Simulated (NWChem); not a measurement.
System: TeCl₂, triplet; SMILES of the neutral closed-shell parent [Te](Cl)Cl

```xyz
3

Te     0.6819     0.2503     0.0000
Cl    -0.5971    -1.9747     0.0000
Cl    -1.4888     1.2092     0.0000
```
Atoms are numbered in this order, from 1.

Results from NWChem. Spin-unrestricted. Medium grid unless said otherwise, to which SCAN and Minnesota functionals are sensitive. In the optimisation the excess spin sits in a' and a" (Cs, its own frame). The geometry was optimised at PBE0/def2-SVP, spin-unrestricted. This spin state was assumed; another may lie lower. No stability test was run on the SCF state. def2 effective core potentials on Te; no spin-orbit coupling.

For level BHandHLYP/def2-SVP:

| Item | Result |
|---|---|
| highest occupied level (eV) | -6.84 |
| lowest empty minus highest occupied level, either spin (eV) | 2.77 |
| dipole (D) | 3.75 |

What are these values for level M06/def2-SVP?

The highest occupied level (eV) comes out as -5.73 and the lowest empty minus highest occupied level, either spin (eV) is 0.84. The dipole (D) is 3.50.
